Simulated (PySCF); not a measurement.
**Computed properties of 5-ethynylpyrimidine (C6H4N2), SMILES C#Cc1cncnc1**

C₆H₄N₂, SMILES C#Cc1cncnc1. Geometry: PBE0-D3(BJ)/def2-SVP. The values are those of a single conformer. All values are computed for the isolated molecule unless a solvent is named; none is compared with measurement here.

**Structure.** The optimised structure has C2v symmetry. All 30 harmonic modes at PBE0-D3(BJ)/def2-SVP (PySCF) are real, so it is a minimum. With heavy atoms numbered as in [CH:1]#[C:2][c:3]1[cH:4][n:5][cH:6][n:7][cH:8]1, the shortest bond between them is C1–C2 at 1.213 Å and the longest C2–C3 at 1.424 Å.

**Vibrations.** The strongest infrared lines (harmonic, unscaled, degenerate partners summed) lie at 3487 cm⁻¹ (103 km/mol, H 86 %, C 14 %), 1482 cm⁻¹ (81 km/mol, N 38 %, C 35 %, H 28 %), 1625 cm⁻¹ (61 km/mol, C 75 %, N 17 %, H 8 %). The softest mode is at 143 cm⁻¹ and the zero-point energy is 54.6 kcal/mol.

**Electronic structure.** ωB97X/def2-TZVP (PySCF) places the frontier levels at -9.73 and 0.32 eV, a gap of 10.05 eV, and gives a dipole moment of 1.95 D. PBE/def2-TZVP (PySCF) at the same geometry gives -6.01 and -2.63 eV, so its gap is 6.67 eV narrower. An orbital gap is neither the optical nor the fundamental gap.

**Excitations.** TDA-M06-2X/def2-SVPD (PySCF) has S1 at 4.45 eV (279 nm, f = 0.008, weak); the most intense of the 10 singlets computed lies at 5.73 eV (f = 0.40). T1 (TDA) is at 3.98 eV, 0.47 eV under S1. TDA-PBE/def2-SVPD (PySCF) puts S1 at 3.40 eV. No vertical singlet excitation falls in the visible range (under 3.1 eV).

**NMR.** GIAO shifts at HF/pcSseg-1 (PySCF) (non-relativistic, atoms alike by connectivity averaged): ¹³C from 74.3 to 176.0 ppm against TMS; ¹H from 4.3 to 9.6 ppm against TMS.

**Solvation.** SMD-M06-2X/def2-SVP (PySCF) gives -5.9 kcal/mol in water, -7.4 kcal/mol in cyclohexanone, -7.3 kcal/mol in N,N-dimethylformamide (1 M in both phases, gas-phase geometry); of these solvents cyclohexanone holds the molecule best.
